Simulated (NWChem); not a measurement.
SbHCl2; SMILES [Cl][SbH][Cl]

Results from NWChem. def2 effective core potentials on Sb; no spin-orbit coupling. The level has its own optimisation; frequencies are unscaled.

Question: Estimate the computed values for PBE-D3(BJ)/def2-SVP (core potentials). Quantities: r H–Sb (Å); r Cl–Sb (Å); highest harmonic frequency (cm⁻¹); lowest (cm⁻¹); zero-point energy (kcal/mol).

Answer: 
| Property | Value |
|---|---|
| r H–Sb (Å) | 1.749 |
| r Cl–Sb (Å) | 2.397 |
| highest harmonic frequency (cm⁻¹) | 1831 |
| lowest (cm⁻¹) | 114 |
| zero-point energy (kcal/mol) | 5.5 |
